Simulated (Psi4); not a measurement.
C5H6, triplet, at a GFN2-xTB geometry (a higher spin typed on purpose: for a closed-shell molecule this is an excited state); CAM-B3LYP/STO-3G in Psi4.

Input for Psi4:
```
memory 2 GB

molecule {
0 3
  C    -1.02054354    0.69786993   -0.18144605
  C     0.35133137    1.13604866   -0.13324780
  C     1.25674457   -0.03115147    0.09886376
  C     0.26932388   -1.15049366    0.18874387
  C    -1.06879064   -0.64736153    0.00798990
  H    -1.85275942    1.35741342   -0.34289546
  H     0.68687449    2.14951792   -0.23766020
  H     1.86457381    0.07620663    1.01604709
  H     1.98795985   -0.17249827   -0.71864280
  H     0.53179540   -2.17441545    0.37123757
  H    -1.94683797   -1.26569588    0.02649169
}

set basis sto-3g
set reference uks

energy('cam-b3lyp')
print_variables()
```

The log (banner, timings and long lists left out):

```
   => Loading Basis Set <=

    Name: STO-3G
    Role: ORBITAL
    Keyword: BASIS

         ---------------------------------------------------------
                                   SCF
               by Justin Turney, Rob Parrish, Andy Simmonett
                          and Daniel G. A. Smith
                              UKS Reference
         ---------------------------------------------------------

  ==> Geometry <==

    Molecular point group: c1
    Full point group: C1

    Geometry (in Angstrom), charge = 0, multiplicity = 3:

       Center              X                  Y                   Z               Mass
    ------------   -----------------  -----------------  -----------------  -----------------
         C           -1.001441131832     0.697427200798    -0.179724829353    12.000000000000
         C            0.370433778168     1.135605930798    -0.131526579353    12.000000000000
         C            1.275846978168    -0.031594199202     0.100584980647    12.000000000000
         C            0.288426288168    -1.150936389202     0.190465090647    12.000000000000
         C           -1.049688231832    -0.647804259202     0.009711120647    12.000000000000
         H           -1.833657011832     1.356970690798    -0.341174239353     1.007825032230
         H            0.705976898168     2.149075190798    -0.235938979353     1.007825032230
         H            1.883676218168     0.075763900798     1.017768310647     1.007825032230
         H            2.007062258168    -0.172940999202    -0.716921579353     1.007825032230
         H            0.550897808168    -2.174858179202     0.372958790647     1.007825032230
         H           -1.927735561832    -1.266138609202     0.028212910647     1.007825032230

  Running in c1 symmetry.

  Rotational constants: A =      0.29147  B =      0.25956  C =      0.14087 [cm^-1]
  Rotational constants: A =   8738.09824  B =   7781.39560  C =   4223.07394 [MHz]
  Nuclear repulsion =  155.602248691281829

  Charge       = 0
  Multiplicity = 3
  Electrons    = 36
  Nalpha       = 19
  Nbeta        = 17

  ==> Algorithm <==

  SCF Algorithm Type is DF.
  DIIS enabled.
  MOM disabled.
  Fractional occupation disabled.
  Guess Type is SAD.
  Energy threshold   = 1.00e-06
  Density threshold  = 1.00e-06
  Integral threshold = 1.00e-12

  ==> Primary Basis <==

  Basis Set: STO-3G
    Blend: STO-3G
    Number of shells: 21
    Number of basis functions: 31
    Number of Cartesian functions: 31
    Spherical Harmonics?: true
    Max angular momentum: 1

  ==> DFT Potential <==

   => LibXC <=

    Version 7.1.2
    S. Lehtola, C. Steigemann, M. J. T. Oliveira, and M. A. L. Marques,  SoftwareX 7, 1–5 (2018) (10.1016/j.softx.2017.11.002)

   => Composite Functional: CAM-B3LYP <=

    CAM-B3LYP Hyb-GGA Exchange-Correlation Functional

    T. Yanai, D. P. Tew, and N. C. Handy,  Chem. Phys. Lett. 393, 51 (2004) (10.1016/j.cplett.2004.06.011)

    Deriv               =              1
    GGA                 =           TRUE
    Meta                =          FALSE

    Exchange Hybrid     =           TRUE
    MP2 Hybrid          =          FALSE

   => Exchange Functionals <=

    0.3500         Becke 88 [omega = 0.3300]
    0.4600   Short-range recipe for B88 functional - erf [omega = 0.3300]

   => Exact (HF) Exchange <=

    0.4600            HF,LR [omega = 0.3300]
    0.1900               HF

   => Correlation Functionals <=

    0.1900   Vosko, Wilk & Nusair (VWN5)
    0.8100   Lee, Yang & Parr

   => LibXC Density Thresholds  <==

    XC_HYB_GGA_XC_CAM_B3LYP:  1.00E-14

   => Molecular Quadrature <=

    Radial Scheme          =       TREUTLER
    Pruning Scheme         =           NONE
    Nuclear Scheme         =       TREUTLER

    Blocking Scheme        =         OCTREE
    BS radius alpha        =              1
    Pruning alpha          =              1
    Radial Points          =             75
    Spherical Points       =            302
[...]

  Minimum eigenvalue in the overlap matrix is 1.8302889582E-01.
  Reciprocal condition number of the overlap matrix is 7.0570320872E-02.
    Using symmetric orthogonalization.

  ==> Pre-Iterations <==

  SCF Guess: Superposition of Atomic Densities via on-the-fly atomic UHF (no occupation information).

   -------------------------
    Irrep   Nso     Nmo
   -------------------------
     A         31      31
   -------------------------
    Total      31      31
   -------------------------

  ==> Iterations <==

                           Total Energy        Delta E     RMS |[F,P]|

   @DF-UKS iter SAD:  -188.74115356161144   -1.88741e+02   0.00000e+00
   @DF-UKS iter   1:  -191.50107487884020   -2.75992e+00   2.88549e-03 DIIS/ADIIS
   @DF-UKS iter   2:  -191.51108293051334   -1.00081e-02   1.19825e-03 DIIS/ADIIS
   @DF-UKS iter   3:  -191.51284768373699   -1.76475e-03   5.58473e-04 DIIS/ADIIS
   @DF-UKS iter   4:  -191.51342098857714   -5.73305e-04   1.68237e-04 DIIS/ADIIS
   @DF-UKS iter   5:  -191.51348124222957   -6.02537e-05   5.34131e-05 DIIS
   @DF-UKS iter   6:  -191.51348547081486   -4.22859e-06   1.08733e-05 DIIS
   @DF-UKS iter   7:  -191.51348559315480   -1.22340e-07   4.88339e-06 DIIS
   @DF-UKS iter   8:  -191.51348561936462   -2.62098e-08   9.57154e-07 DIIS
  Energy and wave function converged.

  ==> Post-Iterations <==

   Electrons on quadrature grid:
      Nalpha   =   19.0000016305 ; deviation = 1.631e-06
      Nbeta    =   17.0000052529 ; deviation = 5.253e-06
      Ntotal   =   36.0000068834 ; deviation = 6.883e-06

   @Spin Contamination Metric:   6.692010890E-03
   @S^2 Expected:                2.000000000E+00
   @S^2 Observed:                2.006692011E+00
   @S   Expected:                1.000000000E+00
   @S   Observed:                1.000000000E+00

    Orbital Energies [Eh]
    ---------------------

    Alpha Occupied:

[...]
      19A     -0.109247

    Alpha Virtual:

[...]
    Beta Occupied:

[...]
    Beta Virtual:

[...]
    Final Occupation by Irrep:
              A
    DOCC [    17 ]
    SOCC [     2 ]
    NA   [    19 ]
    NB   [    17 ]

  @DF-UKS Final Energy:  -191.51348561936462

   => Energetics <=

    Nuclear Repulsion Energy =            155.6022486912818295
    One-Electron Energy =                -566.1991365989194946
    Two-Electron Energy =                 240.2059402871698808
    DFT Exchange-Correlation Energy =     -21.1225379988968207
    Empirical Dispersion Energy =           0.0000000000000000
    VV10 Nonlocal Energy =                  0.0000000000000000
    Total Energy =                       -191.5134856193646158

  UHF NO Occupations:
  HONO-2 :   17  A 1.9990981
  HONO-1 :   18  A 1.0000000
  HONO-0 :   19  A 1.0000000
  LUNO+0 :   20  A 0.0009019
  LUNO+1 :   21  A 0.0008946
  LUNO+2 :   22  A 0.0004926
  LUNO+3 :   23  A 0.0003649

Computation Completed

Properties will be evaluated at   0.000000,   0.000000,   0.000000 [a0]

Properties computed using the SCF density matrix

 Multipole Moments:

 ------------------------------------------------------------------------------------
     Multipole            Electronic (a.u.)      Nuclear  (a.u.)        Total (a.u.)
 ------------------------------------------------------------------------------------

 L = 1.  Multiply by 2.5417464519 to convert [e a0] to [Debye]
 Dipole X            :         -1.2715734            1.2995395            0.0279661
 Dipole Y            :          0.0300317           -0.0301190           -0.0000873
 Dipole Z            :         -0.1105921            0.1170948            0.0065027
 Magnitude           :                                                    0.0287123

 ------------------------------------------------------------------------------------

  Variable Map:
  ----------------------------------------------------------------------------
[...]
  Array Variable Map:
  ----------------------------------------------------------------------------
[...]
[...]
```
